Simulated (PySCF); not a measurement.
## Calculated data, AlH$_{5}$NOSi, C$_{2}$H$_{6}$BN

Computed with PySCF 2.14.0. Calculation on a computer-drawn molecule: the log of a Hartree-Fock and frozen-core CCSD(T) single point meant for a local Hartree-Fock minimum, with one planted fault or none, to be diagnosed. Offsets are logged minus clean, where the clean run is the same molecule without the fault. The reference is restricted for singlets and unrestricted otherwise, and also for a bond in bohr or an excited solution. Adding or removing an electron swaps singlet and doublet. The excited solution moves the top pair (singlet) or top alpha electron (doublet) to the lowest empty orbital. Highest occupied and lowest empty are orbital energies over both spins, largest force is the largest gradient component, triples share is (T) over the correlation energy, the T1 limit is 0.02 restricted and 0.045 unrestricted, electrons count all cores, a negative frequency is imaginary (commonest isotopes), and the dipole is about the centre of nuclear charge.

Common to all runs: meant multiplicity 1; logged SCF converged yes; possible faults no fault, one electron removed, one electron added, multiplicity raised by two, geometry at a saddle point, SCF held on an excited solution, minimal basis STO-3G, one bond length entered in bohr, all coordinates scaled.

(1) AlH$_{5}$NOSi

Logged structure:
```xyz
9
AlH5NOSi
O      0.8165     1.5740     0.5587
Si     1.2877     0.0789     0.6960
N      0.1518    -1.0716     0.8610
Al    -1.7339    -1.0191     0.9315
H      1.3366     2.3624     0.4555
H      2.7105    -0.2222     0.6712
H      0.5331    -2.0061     0.9424
H     -2.9101    -3.6952     1.2504
H     -2.3181     0.4182     0.8093
```

- meant charge: 1
- meant basis: cc-pV(D+d)Z
- logged electrons: 46
- logged basis functions: 99
- logged spin squared: 0.8452
- logged highest occupied: -12.688 eV
- logged lowest empty: -3.341 eV
- logged largest force: 0.012612 hartree/bohr
- logged T1 diagnostic: 0.04892
- logged D1 diagnostic: 0.22581
- logged triples share: 0.029106
- logged CC converged: yes
- logged dipole magnitude: 4.0623 debye
- logged SCF stable within its kind: yes
- logged energy HF: -662.83622 hartree
- logged energy CCSD(T): -663.37225 hartree

Drawn bonds:
```
atom  other atom  order
   1           2      1
   2           3      1
   3           4      1
   1           5      1
   2           6      1
   3           7      1
   4           8      1
   4           9      1
```

Notes: T1 above single-reference limit.

(2) C$_{2}$H$_{6}$BN

Logged structure:
```xyz
10
C2H6BN
B     -0.5222    -1.1635    -0.0297
N      0.0273    -0.0768     0.1097
C      0.6612     1.1815     0.2587
C      0.6844     1.9790    -1.0402
H     -1.0477    -2.2035    -0.1605
H      1.6840     1.0296     0.6133
H      0.1442     1.7559     1.0317
H      1.2238     1.4340    -1.8171
H      1.1789     2.9409    -0.8843
H     -0.3307     2.1649    -1.3961
```

- meant charge: 0
- meant basis: cc-pVDZ
- logged electrons: 30
- logged basis functions: 86
- logged spin squared: 0
- logged highest occupied: -2.4905 eV
- logged lowest empty: -3.4594 eV
- logged largest force: 0.45695 hartree/bohr
- logged CC converged: no
- logged dipole magnitude: 7.3231 debye
- logged SCF stable within its kind: no
- logged energy HF: -157.77095 hartree

Drawn bonds:
```
atom  other atom  order
   1           2      2
   2           3      1
   3           4      1
   1           5      1
   3           6      1
   3           7      1
   4           8      1
   4           9      1
   4          10      1
```

Notes: CCSD not converged.

## Withheld values
1. Which fault was planted in the run of AlH$_{5}$NOSi (entry 1)?
2. Which fault was planted in the run of C$_{2}$H$_{6}$BN (entry 2)?

Answers
1. one bond length entered in bohr, row 7 of the drawn bonds
2. SCF held on an excited solution

Further results for AlH$_{5}$NOSi (entry 1):

* HF energy offset from clean run: 64.02 kcal/mol
* CCSD(T) energy offset from clean run: 71.51 kcal/mol

Further results for C$_{2}$H$_{6}$BN (entry 2):

* HF energy offset from clean run: 379.2 kcal/mol
